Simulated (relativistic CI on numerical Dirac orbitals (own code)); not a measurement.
**Calculated levels, Gd L**

Method of calculation: Dirac-Coulomb-Breit CI, KLI orbitals optimised for each configuration, model QED (radiative potential, 1s self-energy scaled to tabulated hydrogen-like ionisation energies), unscaled Slater integrals (own radial code, finite nucleus).

Configuration list (outside the closed core [Ne]): 3s2 3p3, 3s 3p4, 3s2 3p2 3d, 3p5, 3s 3p3 3d, 3p4 3d, 3s 3p2 3d2, 3s2 3p 3d 4p, 3p4 4s, 3s 3p2 3d 4s, 3p4 4p, 3s2 3p2 4s, 3s2 3p2 4p, 3p3 3d 4p, 3s2 3p2 4d, 3s 3p3 4s, 3s2 3p2 4f, 3s 3p3 4p, 3s 3p3 4d, 3s 3p3 4f, 3s2 3p2 5s, 3s2 3p2 5p, 3s2 3p 4s 4p, 3s2 3p2 5d, 3s2 3p2 5f, 3s2 3p2 5g, 3s 3p2 4s2, 3s 3p3 5s, 3s2 3p 3d2, 3s2 3d3, 3s 3p 3d3, 3s2 3d2 4s, 3s2 3d2 4p, 3s2 3d2 4d, 3p3 3d2, 3p2 3d3, 3p2 3d2 4s, 3p2 3d2 4p, 3p2 3d2 4d, 3s2 3p 3d 4s, 3s 3p 3d2 4s, 3s2 3d 4s2, 3s2 3d 4s 4p, 3s2 3d 4s 4d, 3s 3p2 3d 4p, 3s 3p 3d2 4p, 3s 3p 3d 4s 4p, 3s 3p 3d 4p2, 3s 3p 3d 4p 4d, 3p3 3d 4s, 3p2 3d 4s2, 3p2 3d 4s 4p, 3p2 3d 4s 4d, 3s2 3p 4s2, 3s 3p 3d 4s2, 3s2 4s2 4p, 3s2 4s2 4d, 3s2 3p 4p2, 3s2 3d 4p2, 3s2 4s 4p2, 3s2 4p3, 3s2 4p2 4d, 3s 3p2 4s 4p, 3s 3p 4s2 4p, 3s 3p 4s 4p2, 3s 3p 4s 4p 4d. Double excitations out of closed p, d and f shells are left out; levels of such configurations are missing from the list, as are those of other unlisted configurations, and high levels can miss mixing partners. These lack a partner that the ground configuration has and come out too high: 3s2 3p2 4f, 3s 3p3 4d, 3s 3p3 4f, 3s2 3p2 5s, 3s2 3p2 5p.

The lowest level is 3s2 3p3 2P°_3/2, with 46 % of that term; Hund's rules for 3s2 3p3 give 4S° with J = 3/2, of which the calculation keeps J, while another term leads.

```
No.        Configuration  Term    J   E (Ry)   %  Lifetime (s)
  1              3s2 3p3   2P°  3/2   0.0000  46              
  2              3s2 3p3   4S°  3/2  12.2360  54      2.16e-08
  3              3s2 3p3   2D°  5/2  12.9854  99      1.17e-07
  4              3s2 3p3   2P°  1/2  13.9315  99      3.33e-08
  5           3p2(1S) 3d    2D  3/2  14.0063  38      1.39e-10
  6           3p2(1S) 3d    2D  5/2  17.6962  29      1.04e-11
  7           3s 3p4(3P)    4P  5/2  22.5026  66      6.94e-12
  8           3s 3p4(3P)    2P  3/2  24.3676  31      2.84e-12
  9           3s 3p4(1S)    2S  1/2  24.3905  52      4.13e-12
 10           3p2(1D) 3d    2F  5/2  26.1272  46      2.08e-10
 11              3s2 3p3   2P°  3/2  26.2794  52      9.55e-09
 12           3p2(3P) 3d    4F  3/2  26.2888  32      1.12e-11
 13           3p2(3P) 3d    4D  1/2  26.2987  79      1.45e-10
 14           3p2(1D) 3d    2G  7/2  26.8895  47      5.00e-09
 15           3p2(3P) 3d    2D  5/2  28.7243  33      8.18e-13
 16           3p2(3P) 3d    4D  7/2  29.1492  47      1.77e-09
 17           3p2(1D) 3d    2D  3/2  29.2733  25      4.71e-13
 18           3p2(1D) 3d    2P  1/2  29.2889  37      6.41e-13
 19           3p2(3P) 3d    2P  3/2  29.7283  42      1.33e-11
 20           3p2(1D) 3d    2G  9/2  29.9683  59      1.55e-06
 21           3p2(3P) 3d    2F  5/2  30.0203  32      1.10e-11
 22           3p2(1D) 3d    2F  7/2  31.4834  55      3.99e-12
 23           3p2(1D) 3d    2D  5/2  31.5498  40      2.13e-12
 24           3p2(3P) 3d    2D  3/2  32.0194  62      4.78e-12
 25           3p2(3P) 3d    2P  1/2  32.2379  52      3.37e-12
 26           3s 3p4(3P)    4P  3/2  35.6437  62      2.19e-12
 27  3s 3p3(2P°)<3P°> 3d   4D°  5/2  36.1241  28      3.91e-11
 28  3s 3p3(4S°)<5S°> 3d   6D°  3/2  36.2645  28      2.24e-11
 29  3s 3p3(2P°)<3P°> 3d   4P°  1/2  36.3635  42      4.23e-11
 30           3s 3p4(1D)    2D  5/2  36.6628  63      2.26e-12
```

Energies count from the lowest computed level; ° marks odd parity; lifetimes are radiative, by E1, M1, E2, M2, E3 decay to levels of this space only. Percentages are summed over parent terms; the parents shown are those of the largest component, closed shells are left out there, and <> holds an intermediate term.

The mean weight of the leading LS term, summed over parents, in these 30 levels is 49 %, and that of the leading jj configuration (from the same eigenvectors) 92 %, so jj coupling describes them better and the LS labels are nominal.

At this charge energies of transitions that change n are usually good to better than 1 %, and those within a shell (Δn = 0) to a few per cent.

LS names give the leading component of a level, which can be under half, so a name can repeat, a term be missing and a line seem to break the LS rules.
